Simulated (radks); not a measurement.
Values are calculated unless marked as measured or tabulated.
Excited configurations of Ge III: one electron is placed in a higher orbital outside [Ar] 3d10 4s1. The ground configuration is [Ar] 3d10 4s2. Level of theory: Dirac Kohn-Sham, LDA (Slater exchange, Perdew-Wang correlation), spin-unpolarised, spherical densities, finite nucleus; open shells fill j = l - 1/2 first; Fermi nuclear charge, rms radius 4.0742 fm (a radial shooting solver on a logarithmic mesh with Libxc functionals). Excitation = E - E(ground); binding = E(ion) - E, where the ion is the core of charge +3; n* = 3/sqrt(2 binding) in atomic units, and the quantum defect is n - n*.

| outer orbital | excitation (eV) | binding (eV) | n* | quantum defect | eigenvalue (eV) |
|---|---|---|---|---|---|
| 4p1/2 | 9.355 | 25.859 | 2.176 | 1.824 | -21.123 |
| 4f5/2 | 27.338 | 7.877 | 3.943 | 0.057 | -6.268 |
| 5p1/2 | 23.380 | 11.835 | 3.217 | 1.783 | -9.999 |
| 5f5/2 | 29.984 | 5.231 | 4.838 | 0.162 | -4.346 |
| 6p1/2 | 28.237 | 6.978 | 4.189 | 1.811 | -5.978 |
| 6d3/2 | 30.061 | 5.154 | 4.874 | 1.126 | -4.400 |
| 7s1/2 | 29.983 | 5.232 | 4.838 | 2.162 | -4.535 |
| 7f5/2 | 32.481 | 2.734 | 6.692 | 0.308 | -2.354 |

The Delta-SCF ionisation energy is 35.215 eV (NIST Atomic Spectra Database: 34.058 eV, measured). Self-interaction in the functional shifts the binding energies and quantum defects, so they are the method's values and not measured ones. Spin polarisation and multiplet splitting are left out, so open shells lie too high by an amount that depends on their filling.

Beside tabulated values, note that spin-unpolarised runs miss the spin-polarisation part of the exchange energy of open shells.
